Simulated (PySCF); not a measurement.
Mo(NH)2(OH)2 (H4MoN2O2), SMILES [NH]=[Mo](=[NH])([OH])[OH], multiplicity 1. The structure is a stationary point at PBE-D3(BJ)/def2-SVP. The spin state was assumed, not searched. The def2 effective core potentials stand for the cores of Mo; spin–orbit coupling is left out. Other conformers were not sampled.

Computed equilibrium geometry at PBE-D3(BJ)/def2-SVP (PySCF confirms it by a frequency run) as a Z-matrix, and its point group (one conformer of several):
point group C2.
```
Mo
N 1 1.7453
H 2 1.0259 1 155.76
N 1 1.7453 2 111.94 3 0.66
H 4 1.0259 1 155.76 2 0.66
O 1 1.9086 2 106.88 3 -118.89
H 6 0.9755 1 117.33 2 144.12
O 1 1.9086 2 109.22 3 118.83
H 8 0.9755 1 117.33 2 22.83
```
Charge 0, spin multiplicity 1.
